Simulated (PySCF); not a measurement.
PySCF input file for n-butyl acetate (C6H12O2), SMILES C(=O)(C)OCCCC, TPSSh-D3(BJ)/def2-SVP. The structure is a stationary point at TPSSh-D3(BJ)/def2-SVP. The values are those of a single conformer.

```python
import numpy as np
from pyscf import gto, scf, dft, df
from pyscf.hessian import thermo

mol = gto.M(
    atom='''
    C    -0.35802991   -3.96163877    0.00000000
    C     0.47006474   -2.67659279    0.00000000
    C    -0.39191379   -1.41089248    0.00000000
    C     0.44160777   -0.14310114   -0.00000000
    O    -0.46083987    0.97868704   -0.00000000
    C     0.11686528    2.19943109    0.00000000
    C    -0.92610486    3.28968353    0.00000000
    O     1.31519325    2.36489513   -0.00000000
    H    -1.00731085   -4.01537263   -0.88925643
    H     0.28713016   -4.85390094   -0.00000000
    H    -1.00731085   -4.01537262    0.88925642
    H     1.13471236   -2.66550196    0.88224574
    H     1.13471236   -2.66550197   -0.88224574
    H    -1.05203832   -1.40378887    0.88443803
    H    -1.05203831   -1.40378886   -0.88443804
    H     1.09310971   -0.07758602    0.88668876
    H     1.09310971   -0.07758602   -0.88668875
    H    -1.57065386    3.19015466    0.88636720
    H    -1.57065385    3.19015465   -0.88636721
    H    -0.43253074    4.26809655   -0.00000000
    ''',
    basis='def2-SVP',
    charge=0,
    spin=0,
    max_memory=1600,
    verbose=3,
)
mf = dft.RKS(mol, xc='tpssh').density_fit(auxbasis='def2-universal-jkfit')
mf.disp = 'd3bj'
mf.grids.level = 4
mf.conv_tol = 1e-11
mf.max_cycle = 100
mf.kernel()

# analytic Hessian; the response equations are solved on a coarser grid
h, args, fine = mf.Hessian(), (mf.mo_energy, mf.mo_coeff, mf.mo_occ), mf.grids
h.max_memory = max(150, 2.5e-5 * df.make_auxmol(mol, mf.with_df.auxbasis).nao * mol.nelec[0] * (mol.nelec[0] + mol.nao))  # MB; small integral blocks
h1ao = h.make_h1(mf.mo_coeff, mf.mo_occ)
mf.grids = dft.Grids(mol).set(level=2).build(with_non0tab=True)
mo1, mo_e1 = h.solve_mo1(*args, h1ao)
mf.grids = fine
hess = h.hess_elec(*args, mo1, mo_e1, h1ao) + h.hess_nuc()
if mf.do_disp():
    hess += h.get_dispersion()
for i in range(mol.natm):  # the analytic DFT Hessian lacks the response of the grid: restore translational invariance
    hess[i, i] -= hess[i].sum(axis=0)
hess = (hess + hess.transpose(1, 0, 3, 2)) / 2
vib = thermo.harmonic_analysis(mol, hess, imaginary_freq=False)
thermo.dump_normal_mode(mol, vib)
th = thermo.thermo(mf, vib['freq_au'][vib['freq_au'] > 0], 298.15, 101325)
thermo.dump_thermo(mol, th)
g0 = mf.nuc_grad_method().set(verbose=0).kernel()

# dipole derivatives [dipole axis, atom, xyz] from the same response
r, irp = mol.intor('int1e_r'), mol.intor('int1e_irp').reshape(3, 3, mol.nao, mol.nao)
sl, dm0, ok = mol.aoslice_by_atom(), np.array(mf.make_rdm1()), []
dmu = np.einsum('a,xt->xat', mol.atom_charges(), np.eye(3))
for a, (_, _, p0, p1) in enumerate(sl):
    dmu[:, a] += 2 * np.einsum('xtij,ij->xt', irp[:, :, :, p0:p1], dm0.reshape(-1, mol.nao, mol.nao).sum(0)[:, p0:p1])
    for u, c, occ, f in [(mo1, mf.mo_coeff, mf.mo_occ, 4)]:
        dmu[:, a] -= f * np.einsum('tui,xuv,vi->xt', u[a], r, c[:, occ > 0], optimize=True)
L = vib['norm_mode']
ir = 974.8801 * (np.einsum('xat,kat->kx', dmu, L) ** 2).sum(1)       # km/mol
apt = np.einsum('xax->a', dmu) / 3
print('mode   freq/cm-1   IR/(km/mol)')
for k, w in enumerate(vib['freq_wavenumber']):
    print(f'{k + 1:4d} {w:11.2f} {ir[k]:13.3f}')
print('max |gradient| / (hartree/bohr):', abs(g0).max())
print('APT charges:', apt.round(4))
```

Output:

```
converged SCF energy = -386.092297852721

WARN: MGGA Hessian is sensitive to dft grids. grids.level 4 may not be dense enough.


WARN: DFTD3 does not support analytical Hessian, using finite difference


WARN: Mole.unit (angstrom) is changed to Bohr

Mode                                 0                   1                   2
Irrep
Freq [cm^-1]                       33.4885             46.0713             76.8449
Reduced mass [au]                   2.3602              1.3193              1.7765
Force const [Dyne/A]                0.0016              0.0016              0.0062
Char temp [K]                      48.1825             66.2863            110.5627
Normal mode                   x     y     z       x     y     z       x     y     z
       0   C                -0.00  0.00  0.10   -0.00  0.00  0.04   -0.00  0.00  0.01
       1   C                 0.00 -0.00 -0.04   -0.00 -0.00  0.02   -0.00 -0.00  0.11
       2   C                 0.00 -0.00 -0.01    0.00  0.00 -0.05    0.00  0.00 -0.09
       3   C                 0.00  0.00 -0.12    0.00  0.00 -0.05    0.00 -0.00 -0.05
       4   O                -0.00 -0.00 -0.09    0.00 -0.00 -0.08    0.00 -0.00 -0.01
       5   C                -0.00 -0.00  0.02    0.00  0.00 -0.01   -0.00  0.00  0.00
       6   C                -0.00  0.00  0.03   -0.00 -0.00  0.05   -0.00 -0.00  0.10
       7   O                -0.00 -0.00  0.10   -0.00  0.00  0.05   -0.00  0.00 -0.07
       8   H                -0.09 -0.04  0.17    0.03 -0.03  0.02    0.18 -0.05 -0.12
       9   H                -0.00 -0.00  0.08   -0.00 -0.00  0.09   -0.00 -0.00  0.19
      10   H                 0.09  0.04  0.17   -0.03  0.03  0.02   -0.18  0.05 -0.12
      11   H                 0.09  0.04 -0.10   -0.03  0.03  0.04   -0.16  0.04  0.22
      12   H                -0.09 -0.04 -0.10    0.03 -0.03  0.04    0.16 -0.04  0.22
      13   H                 0.07  0.03  0.04   -0.03  0.02 -0.07   -0.11  0.06 -0.17
      14   H                -0.07 -0.03  0.04    0.03 -0.02 -0.07    0.11 -0.06 -0.17
      15   H                 0.07  0.03 -0.17   -0.02  0.01 -0.03   -0.01 -0.03 -0.04
      16   H                -0.07 -0.03 -0.17    0.02 -0.01 -0.03    0.01  0.03 -0.04
      17   H                -0.15 -0.14 -0.09    0.34  0.24  0.33   -0.08 -0.15  0.03
      18   H                 0.15  0.14 -0.09   -0.34 -0.24  0.33    0.08  0.15  0.03
      19   H                 0.00 -0.00  0.26   -0.00 -0.00 -0.38   -0.00 -0.00  0.30
Mode                                 3                   4                   5
Irrep
Freq [cm^-1]                       97.8742            119.5677            191.0296
Reduced mass [au]                   3.6190              2.2318              2.4354
Force const [Dyne/A]                0.0204              0.0188              0.0524
Char temp [K]                     140.8191            172.0313            274.8491
Normal mode                   x     y     z       x     y     z       x     y     z
       0   C                -0.12  0.03 -0.00    0.00 -0.00 -0.10   -0.00 -0.00 -0.01
       1   C                -0.01 -0.04 -0.00   -0.00  0.00  0.09   -0.00 -0.00 -0.01
       2   C                 0.08  0.01  0.00   -0.00 -0.00  0.15   -0.00  0.00  0.04
       3   C                 0.10 -0.00  0.00   -0.00  0.00 -0.06    0.00 -0.00  0.11
       4   O                 0.07 -0.03  0.00   -0.00  0.00 -0.06    0.00 -0.00 -0.15
       5   C                -0.00  0.01  0.00    0.00  0.00 -0.01    0.00  0.00 -0.05
       6   C                -0.09 -0.07 -0.00    0.00  0.00  0.01   -0.00 -0.00  0.08
       7   O                -0.01  0.09  0.00    0.00 -0.00  0.01    0.00  0.00 -0.03
       8   H                -0.13  0.09  0.00    0.09  0.08 -0.17   -0.11  0.08  0.07
       9   H                -0.21 -0.03 -0.00    0.00  0.00 -0.12   -0.00 -0.00 -0.16
      10   H                -0.13  0.09 -0.00   -0.09 -0.08 -0.17    0.11 -0.08  0.07
      11   H                -0.01 -0.10  0.00   -0.05 -0.08  0.12    0.03 -0.02 -0.03
      12   H                -0.01 -0.10 -0.00    0.05  0.08  0.12   -0.03  0.02 -0.03
      13   H                 0.08  0.04 -0.00    0.13  0.05  0.24   -0.04 -0.04  0.01
      14   H                 0.08  0.04  0.00   -0.13 -0.05  0.24    0.04  0.04  0.01
      15   H                 0.10  0.00  0.00    0.12  0.09 -0.16   -0.18  0.07  0.24
      16   H                 0.10  0.00 -0.00   -0.12 -0.09 -0.16    0.18 -0.07  0.24
      17   H                -0.08 -0.12 -0.00    0.01 -0.01  0.02    0.01 -0.12  0.07
      18   H                -0.08 -0.12  0.00   -0.01  0.01  0.02   -0.01  0.12  0.07
      19   H                -0.16 -0.03 -0.00    0.00  0.00  0.01   -0.00 -0.00  0.21
Mode                                 6                   7                   8
Irrep
Freq [cm^-1]                      235.1073            254.9976            296.2875
Reduced mass [au]                   3.7783              1.1520              3.5913
[...]
      11   H                -0.04  0.00 -0.06    0.00 -0.00  0.00   -0.36 -0.01 -0.47
      12   H                -0.04  0.00  0.06    0.00 -0.00 -0.00    0.36  0.01 -0.47
      13   H                -0.08 -0.00  0.11    0.00  0.00 -0.01   -0.17 -0.00  0.22
      14   H                -0.08 -0.00 -0.11    0.00  0.00  0.01    0.17  0.00  0.22
      15   H                -0.38 -0.04 -0.55    0.02  0.00  0.02   -0.03 -0.00 -0.04
      16   H                -0.38 -0.04  0.55    0.02  0.00 -0.02    0.03  0.00 -0.04
      17   H                 0.02  0.00 -0.02    0.35  0.06 -0.50    0.00  0.00 -0.00
      18   H                 0.02  0.00  0.02    0.35  0.06  0.50    0.00 -0.00  0.00
      19   H                -0.01 -0.01 -0.00   -0.21 -0.39 -0.00   -0.00 -0.00  0.00
Mode                                48                  49                  50
Irrep
Freq [cm^-1]                     3077.3586           3101.5646           3109.1662
Reduced mass [au]                   1.1062              1.1094              1.1039
Force const [Dyne/A]                6.1721              6.2876              6.2874
Char temp [K]                    4427.6338           4462.4609           4473.3980
Normal mode                   x     y     z       x     y     z       x     y     z
       0   C                 0.00 -0.00  0.02    0.00 -0.00  0.03    0.00 -0.00  0.08
       1   C                -0.00 -0.00 -0.03    0.00 -0.00 -0.01    0.00 -0.00  0.02
       2   C                -0.00  0.00 -0.07   -0.00 -0.00 -0.04    0.00  0.00  0.02
       3   C                -0.00 -0.00  0.05    0.00  0.00 -0.08    0.00  0.00  0.02
       4   O                -0.00  0.00 -0.00    0.00 -0.00  0.00   -0.00 -0.00 -0.00
       5   C                -0.00 -0.00 -0.00   -0.00  0.00  0.00    0.00  0.00 -0.00
       6   C                -0.00  0.00  0.00   -0.00 -0.00  0.00    0.00  0.00 -0.00
       7   O                 0.00  0.00 -0.00    0.00  0.00  0.00   -0.00  0.00 -0.00
       8   H                -0.07 -0.00 -0.09   -0.12 -0.01 -0.16   -0.37 -0.02 -0.49
       9   H                -0.00  0.00  0.01   -0.00  0.00  0.01   -0.00  0.00  0.02
      10   H                 0.07  0.00 -0.09    0.12  0.01 -0.16    0.37  0.02 -0.49
      11   H                 0.14  0.00  0.19    0.03 -0.00  0.04   -0.11 -0.00 -0.15
      12   H                -0.14 -0.00  0.19   -0.03  0.00  0.04    0.11  0.00 -0.15
      13   H                -0.31  0.00  0.41   -0.18 -0.00  0.24    0.08 -0.00 -0.11
      14   H                 0.31 -0.00  0.41    0.18  0.00  0.24   -0.08  0.00 -0.11
      15   H                -0.20 -0.02 -0.27    0.33  0.04  0.45   -0.08 -0.01 -0.11
      16   H                 0.20  0.02 -0.27   -0.33 -0.04  0.45    0.08  0.01 -0.11
      17   H                -0.00  0.00  0.00    0.00 -0.00 -0.00   -0.00 -0.00  0.00
      18   H                 0.00 -0.00  0.00   -0.00  0.00 -0.00    0.00  0.00  0.00
      19   H                -0.00 -0.00  0.00    0.00  0.00  0.00   -0.00 -0.00 -0.00
Mode                                51                  52                  53
Irrep
Freq [cm^-1]                     3116.4256           3136.4893           3184.5218
Reduced mass [au]                   1.1032              1.1018              1.1059
Force const [Dyne/A]                6.3126              6.3860              6.6076
Char temp [K]                    4483.8426           4512.7097           4581.8178
Normal mode                   x     y     z       x     y     z       x     y     z
       0   C                -0.07  0.05  0.00   -0.00  0.00  0.00    0.00 -0.00 -0.00
       1   C                -0.01  0.00  0.00    0.00 -0.00  0.00    0.00 -0.00 -0.00
       2   C                -0.00 -0.00  0.00    0.00  0.00  0.00    0.00  0.00 -0.00
       3   C                -0.00 -0.00  0.00    0.00  0.00  0.00    0.00 -0.00 -0.00
       4   O                 0.00  0.00 -0.00   -0.00 -0.00 -0.00   -0.00 -0.00  0.00
       5   C                -0.00 -0.00 -0.00    0.00 -0.00  0.00    0.00  0.00 -0.00
       6   C                 0.00  0.00 -0.00    0.00  0.00  0.09    0.06  0.07 -0.00
       7   O                 0.00  0.00 -0.00   -0.00 -0.00  0.00   -0.00 -0.00 -0.00
       8   H                 0.19  0.02  0.28   -0.00 -0.00 -0.00   -0.00 -0.00 -0.00
       9   H                 0.48 -0.66  0.00    0.00 -0.00  0.00   -0.00  0.00 -0.00
      10   H                 0.19  0.02 -0.28    0.00  0.00 -0.00   -0.00 -0.00  0.00
      11   H                 0.03  0.00  0.04   -0.00  0.00 -0.00   -0.00  0.00 -0.00
      12   H                 0.03  0.00 -0.04    0.00 -0.00 -0.00   -0.00  0.00  0.00
      13   H                 0.00 -0.00 -0.01    0.00  0.00 -0.00   -0.00 -0.00  0.00
      14   H                 0.00 -0.00  0.01   -0.00 -0.00 -0.00   -0.00 -0.00 -0.00
      15   H                 0.00  0.00  0.00   -0.00  0.00 -0.00   -0.00  0.00 -0.00
      16   H                 0.00  0.00 -0.00    0.00 -0.00 -0.00   -0.00  0.00  0.00
      17   H                -0.00 -0.00  0.00    0.40  0.06 -0.53   -0.17 -0.02  0.24
      18   H                -0.00 -0.00 -0.00   -0.40 -0.06 -0.53   -0.17 -0.02 -0.24
      19   H                -0.00 -0.00 -0.00   -0.00 -0.00  0.01   -0.38 -0.76  0.00
temperature 298.1500 [K]
pressure 101325.00 [Pa]
Rotational constants [GHz] 7.00180 0.70968 0.65764
Symmetry number 1
Zero-point energy (ZPE) 0.17445 [Eh]   458006.002 [J/mol]
                           tot       elec      trans        rot        vib
Entropy [J/mol/K]       425.202      0.000    168.048    121.239    135.914
Cv [J/mol/K]            143.435      0.000     12.472     12.472    118.492
Cp [J/mol/K]            151.750      0.000     20.786     12.472    118.492
Internal energy [J/mol]                      3718.434   3718.434 477443.925
Internal energy [Eh]   -385.90762  -386.09230
Enthalpy [J/mol]                             6197.391   3718.434 477443.925
Enthalpy [Eh]          -385.90667
Gibbs free energy [J/mol]                  -43906.214 -32429.122 436921.131
Gibbs free energy [Eh] -385.95496
mode   freq/cm-1   IR/(km/mol)
   1       33.49         1.110
   2       46.07         0.472
   3       76.84         0.392
   4       97.87         1.254
   5      119.57         0.000
   6      191.03         3.963
   7      235.11         5.688
   8      255.00         0.206
   9      296.29         1.700
  10      418.45         6.534
  11      464.83         2.641
  12      593.90         4.537
  13      649.45         6.654
  14      742.22         2.943
  15      799.35         0.405
  16      890.77         7.698
  17      939.93         0.021
  18      941.18        10.387
  19      977.70         0.483
  20     1041.07        15.769
  21     1051.16         6.238
  22     1075.40        71.727
  23     1083.80        36.900
  24     1146.62         3.797
  25     1182.50         2.052
  26     1244.88         0.856
  27     1273.23       276.937
  28     1286.81       183.156
  29     1300.73         0.027
  30     1319.65         0.155
  31     1374.62         8.346
  32     1389.41        74.868
  33     1411.94         2.169
  34     1427.11         7.982
  35     1460.14        12.040
  36     1467.31         8.276
  37     1482.27         0.323
  38     1489.73         0.452
  39     1491.69         6.113
  40     1500.23         1.843
  41     1511.83         4.625
  42     1831.86       242.538
  43     3019.49        19.553
  44     3027.23        20.866
  45     3032.63        30.070
  46     3044.89        33.169
  47     3054.74         3.434
  48     3055.06         5.149
  49     3077.36         5.833
  50     3101.56        25.589
  51     3109.17        68.874
  52     3116.43        32.592
  53     3136.49         4.573
  54     3184.52         5.754
max |gradient| / (hartree/bohr): 1.676794586839891e-05
APT charges: [ 0.0949  0.1393  0.0767  0.5546 -0.9473  1.1836 -0.0877 -0.7027 -0.0293
 -0.0374 -0.0293 -0.0526 -0.0526 -0.0363 -0.0363 -0.048  -0.048   0.0222
  0.0222  0.0141]
```

The run converged.
